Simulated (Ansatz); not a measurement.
`[Br][Ga]([Br])[Br]` + H–F → `[F][Ga]([Br])[Br]` + HBr  (ligand exchange at a Ga–Br bond)

Isolated molecules relaxed with PBE0-D4/def2-TZVP in Ansatz; ΔE leaves out vibrations. CCSD(T)/CBS is the MP2 limit (def2-TZVPP, def2-QZVPP) plus CCSD(T) − MP2 in def2-TZVPP, frozen cores. This one scheme is used for every species. Functionals use def2-TZVPP. For Br, Ga outer-core shells are correlated without core-valence functions, which leaves a few kJ/mol of doubt a bond. Scalar relativity is left out up to krypton.

| species | PBE energy (Eh) |
| --- | --- |
| `[Br][Ga]([Br])[Br]` | -9646.04542 |
| H–F | -100.39340 |
| `[F][Ga]([Br])[Br]` | -7172.05451 |
| HBr | -2574.36854 |

Problem. Work out ΔE.

Solution. ΔE = (-7172.05451) + (-2574.36854) − (-9646.04542) − (-100.39340) = 0.01577 Eh = +41.4 kJ/mol. CCSD(T)/CBS gives +51.8 kJ/mol.

Largest T1 diagnostic among the species: 0.010.

Leaving LDA and LC-ωPBE aside and taking each functional with its dispersion term where it has one, the values, not all of them listed here, spread over 18.1 kJ/mol, from B97M-V to HSE06-D4. LDA lies +3.0 kJ/mol from PBE without D4. At CCSD(T), def2-SVP lies −25.0 kJ/mol from the extrapolated value and def2-TZVPP −6.3 kJ/mol. From BLYP to BHLYP (50 % exact exchange), in def2-TZVPP and without D4, ΔE moves by +11.6 kJ/mol.
